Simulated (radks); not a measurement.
Neutral niobium inside a hard spherical wall (all orbitals vanish at R), configuration held at [Kr] 4d4 5s1 and not refilled when levels cross. Calculated with a radial shooting solver on a logarithmic mesh with Libxc functionals: scalar-relativistic Kohn-Sham, PBEsol, spin-polarised, spherical densities, finite nucleus; open shells are filled with parallel spins first (spin-orbit coupling, left out, can overturn this in heavy ions); Fermi nuclear charge, rms radius 4.324 fm. Eigenvalues in eV for spin up, with the zero of energy where the potential of the charges vanishes at infinity; a dash marks a level that is unbound or too diffuse for the functional's potential to be trusted. A positive occupied level is held by the wall or, in an anion where self-interaction has pushed it up, behind a barrier. The pressure on the wall is -dE/dV.

R (bohr) = free: E (hartree) -3817.56441; kinetic (hartree) 3930.266; e(4s) -58.644; e(4p) -34.915; e(5s) -4.527; e(4d) -3.720; e(5p, empty) -1.334; e(6s, empty) -; pressure (GPa) 0
R (bohr) = 20: E (hartree) -3817.56441; kinetic (hartree) 3930.266; e(4s) -58.644; e(4p) -34.915; e(5s) -4.527; e(4d) -3.720; e(5p, empty) -1.334; e(6s, empty) -; pressure (GPa) < 0.0001
R (bohr) = 12: E (hartree) -3817.56433; kinetic (hartree) 3930.267; e(4s) -58.634; e(4p) -34.906; e(5s) -4.520; e(4d) -3.712; e(5p, empty) -1.283; e(6s, empty) 0.969; pressure (GPa) 0.00143
R (bohr) = 10: E (hartree) -3817.56370; kinetic (hartree) 3930.273; e(4s) -58.586; e(4p) -34.858; e(5s) -4.481; e(4d) -3.669; e(5p, empty) -1.145; e(6s, empty) 2.160; pressure (GPa) 0.0180
R (bohr) = 8: E (hartree) -3817.55832; kinetic (hartree) 3930.312; e(4s) -58.323; e(4p) -34.600; e(5s) -4.250; e(4d) -3.443; e(5p, empty) -0.618; e(6s, empty) 5.198; pressure (GPa) 0.238
R (bohr) = 7: E (hartree) -3817.54664; kinetic (hartree) 3930.381; e(4s) -57.920; e(4p) -34.206; e(5s) -3.858; e(4d) -3.096; e(5p, empty) 0.105; e(6s, empty) 8.462; pressure (GPa) 0.913
R (bohr) = 5: E (hartree) -3817.40280; kinetic (hartree) 3931.027; e(4s) -55.162; e(4p) -31.559; e(5s) -0.406; e(4d) -0.638; e(5p, empty) 5.342; e(6s, empty) 26.561; pressure (GPa) 17.4
R (bohr) = 4: E (hartree) -3817.02661; kinetic (hartree) 3932.447; e(4s) -51.169; e(4p) -27.787; e(5s) 6.715; e(4d) 3.378; e(5p, empty) 14.975; e(6s, empty) 53.880; pressure (GPa) 100
R (bohr) = 3: E (hartree) -3815.37464; kinetic (hartree) 3938.447; e(4s) -41.625; e(4p) -18.467; e(5s) 31.752; e(4d) 14.924; e(5p, empty) 45.647; e(6s, empty) 128.27; pressure (GPa) 901
R (bohr) = 2: E (hartree) -3803.46378; kinetic (hartree) 3978.102; e(4s) -4.950; e(4p) 21.617; e(5s) 155.93; e(4d) 65.528; e(5p, empty) 180.97; e(6s, empty) 410.00; pressure (GPa) 18100
R (bohr) = 1.5: E (hartree) -3770.57076; kinetic (hartree) 4071.547; e(4s) 73.125; e(4p) 107.97; e(5s) 403.62; e(4d) 165.24; e(5p, empty) 434.50; e(6s, empty) 896.12; pressure (GPa) 130000
